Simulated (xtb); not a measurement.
H$_{5}$GeSi, doublet, geometry from GFN2-xTB; GFN0-xTB in xtb 6.7.1.

xtb was given this input:
```
$ xtb mol.xyz --gfn 0 --uhf 1 --json

# file mol.xyz
7

Si    -1.54892639    -0.09194217     0.27867756
Ge     0.78199144     0.05566743    -0.19621592
H     -2.12792534    -1.10565042    -0.60367109
H     -2.15100443     1.20907190    -0.01374444
H     -1.85259815    -0.44954338     1.66619045
H      1.43037867    -1.20061145     0.47032318
H      1.36239242     1.05256596     0.85832548
```

Problem. What does xtb print? Leave out banner, timings and long lists.

Solution. 
```
   ID    Z sym.   atoms
    1   14 Si     1
    2   32 Ge     2
    3    1 H      3-7

           -------------------------------------------------
          |                Calculation Setup                |
           -------------------------------------------------

           -------------------------------------------------
          |                 G F N 0 - x T B                 |
           -------------------------------------------------

          ...................................................
          :                      SETUP                      :
          :.................................................:
          :  # basis functions                  30          :
          :  # atomic orbitals                  28          :
          :  # shells                           16          :
          :  # electrons                        13          :
          :  electronic temp.          300.0000000     K    :
          :  accuracy                    1.0000000          :
          :  -> integral cutoff          0.2500000E+02      :
          :  -> integral neglect         0.1000000E-07      :
          ...................................................

         :::::::::::::::::::::::::::::::::::::::::::::::::::::
         ::                     SUMMARY                     ::
         :::::::::::::::::::::::::::::::::::::::::::::::::::::
         :: total energy              -6.665718406514 Eh    ::
         :: gradient norm              0.010727807597 Eh/a0 ::
         :: HOMO-LUMO gap              3.442638388622 eV    ::
         ::.................................................::
         :: H0 energy                 -6.640391012285 Eh    ::
         :: repulsion energy           0.050078377724 Eh    ::
         :: electrostat energy        -0.074193293261 Eh    ::
         :: -> Gsolv                   0.000000000000 Eh    ::
         ::    -> Gsasa                0.000000000000 Eh    ::
         ::    -> Gshift               0.000000000000 Eh    ::
         :: dispersion energy         -0.001212478691 Eh    ::
         :: short-range corr.          0.000000000000 Eh    ::
         :: add. restraining           0.000000000000 Eh    ::
         :: total charge               0.000000000000 e     ::
         :::::::::::::::::::::::::::::::::::::::::::::::::::::

           -------------------------------------------------
          |                Property Printout                |
           -------------------------------------------------

    * Orbital Energies and Occupations

         #    Occupation            Energy/Eh            Energy/eV
      -------------------------------------------------------------
         1        2.0000           -0.6414767             -17.4555
         2        2.0000           -0.6068348             -16.5128
         3        2.0000           -0.4957367             -13.4897
         4        2.0000           -0.4768041             -12.9745
         5        2.0000           -0.4763529             -12.9622
         6        2.0000           -0.4398667             -11.9694
         7        1.0000           -0.3662470              -9.9661 (HOMO)
         8                         -0.2397324              -6.5235 (LUMO)
         9                         -0.2299684              -6.2578
        10                         -0.2166146              -5.8944
        11                         -0.2022690              -5.5040
        12                         -0.1420729              -3.8660
        13                         -0.1088404              -2.9617
        14                         -0.1050709              -2.8591
        15                         -0.0989572              -2.6928
        16                         -0.0950957              -2.5877
        17                         -0.0592339              -1.6118
        18                         -0.0445674              -1.2127
       ...                                ...                  ...
        28                          1.4207071              38.6594
      -------------------------------------------------------------
                  HL-Gap            0.1265146 Eh            3.4426 eV
             Fermi-level            0.0000000 Eh            0.0000 eV

     #   Z          covCN         q      C6AA      α(0)
     1  14 Si       3.677     0.350   142.749    22.094
     2  32 Ge       2.758     0.436   222.894    28.902
     3   1 H        0.918    -0.153     7.837     4.378
     4   1 H        0.918    -0.152     7.778     4.362
     5   1 H        0.918    -0.139     7.134     4.177
     6   1 H        0.918    -0.171     8.883     4.662
     7   1 H        0.918    -0.171     8.877     4.660

 Mol. C6AA /au·bohr⁶  :       1677.126535
 Mol. C8AA /au·bohr⁸  :      85910.816572
 Mol. α(0) /au        :         73.235336

Wiberg/Mayer (AO) data.
largest (>0.10) Wiberg bond orders for each atom

 ---------------------------------------------------------------------------
     #   Z sym  total        # sym  WBO       # sym  WBO       # sym  WBO
 ---------------------------------------------------------------------------
     1  14 Si   3.591 --     2 Ge   0.974     5 H    0.839     3 H    0.836
                             4 H    0.836
     2  32 Ge   3.007 --     1 Si   0.974     6 H    0.914     7 H    0.914
     3   1 H    0.916 --     1 Si   0.836
     4   1 H    0.916 --     1 Si   0.836
     5   1 H    0.917 --     1 Si   0.839
     6   1 H    0.973 --     2 Ge   0.914
     7   1 H    0.973 --     2 Ge   0.914
 ---------------------------------------------------------------------------

Topologies differ in total number of bonds
Writing topology from bond orders to xtbtopo.mol

 dipole moment from electron density (au)
     X       Y       Z
  -0.8459  -0.0229  -0.0407  total (Debye):    2.153

           -------------------------------------------------
          | TOTAL ENERGY               -6.665718406514 Eh   |
          | GRADIENT NORM               0.010727807597 Eh/α |
          | HOMO-LUMO GAP               3.442638388622 eV   |
           -------------------------------------------------

normal termination of xtb
```
